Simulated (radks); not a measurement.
Values are calculated unless marked as measured or tabulated.
Orbital eigenvalues (eV) of neutral samarium, [Xe] 4f6 6s2, of relativity; Dirac values are averaged over j with weights 2j + 1. Spin-unpolarised spherical Kohn-Sham, PBE, point nucleus unless stated (finite: rms radius 5.0819 fm), a radial shooting solver on a logarithmic mesh with Libxc functionals. A level marked "c x" has the speed of light scaled by that factor and shares open shells by 2j + 1; other Dirac levels either fill j = l - 1/2 first or share by 2j + 1.

| shell | non-rel. |
|---|---|
| 3s | -1517.9 |
| 3p | -1363.4 |
| 3d | -1075.7 |
| 4s | -296.01 |
| 4p | -236.53 |
| 4d | -131.13 |
| 5s | -38.245 |
| 5p | -22.656 |
| 4f | -5.7062 |
| 6s | -3.3754 |
| 5d (empty) | -2.2997 |
| 6p (empty) | -1.3496 |

Give the values at the level "Dirac, 2j+1 shares, finite nucleus".

Answer. 
shell       Dirac, 2j+1 shares, finite nucleus  change of magnitude (%)
3s                                     -1668.6                    +9.93
3p                                     -1416.4                    +3.89
3d                                     -1063.5                    -1.13
4s                                     -331.55                   +12.01
4p                                     -248.19                    +4.93
4d                                     -128.59                    -1.94
5s                                     -43.196                   +12.95
5p                                     -23.353                    +3.07
4f                                     -2.4657                   -56.79
6s                                     -3.5827                    +6.14
5d (empty)                             -1.6855                   -26.71
6p (empty)                             -1.2171                    -9.81
